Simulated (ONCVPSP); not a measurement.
**An all-electron radial function and its pseudo partner (Sc (Z = 21))**

Columns: radius, all-electron u(r) and pseudo u(r) of the 3s shell (level -58.35 eV) of scandium in the configuration [Ne] 3s2 3p6 3d1 4s1.5; PBE, scalar-relativistic, ONCV scheme, ONCVPSP 4.0.1.

```
r (bohr)  all-electron  pseudo
   0.123       -0.1906  0.2181
   0.245       -0.5548  0.4222
   0.368       -0.2302  0.6045
   0.490        0.2717  0.7527
   0.613        0.6892  0.8631
   0.735        0.9469  0.9313
   0.858        1.0612  0.9590
   0.980        1.0682  0.9489
   1.103        1.0076  0.9065
   1.225        0.9112  0.8399
   1.348        0.7990  0.7566
   1.470        0.6863  0.6655
   1.593        0.5794  0.5718
   1.715        0.4837  0.4820
   1.838        0.3994  0.3993
   1.960        0.3278  0.3278
   2.083        0.2670  0.2670
   2.205        0.2167  0.2167
   2.328        0.1749  0.1749
   2.450        0.1409  0.1409
   2.573        0.1130  0.1130
   2.695        0.0906  0.0906
   2.818        0.0724  0.0724
   2.940        0.0578  0.0578
   3.063        0.0460  0.0460
   3.185        0.0366  0.0366
```

(1) How many radial nodes do the two functions have?

(2) At about which radius was the pseudo-wave matched?

(3) Is the pseudo-wave norm-conserving?

Results:

(1) The all-electron 3s function has n − l − 1 = 2 (the table is too coarse to show those close to the nucleus); the pseudo-wave has 0, since the states of the same l below it are removed with the core.

(2) 1.95 bohr, where the columns begin to agree (steps of 0.12 bohr).

(3) Yes: the ONCV scheme keeps the norm inside the radius equal to the all-electron one, which fixes the energy derivative of the logarithmic derivative at the level.
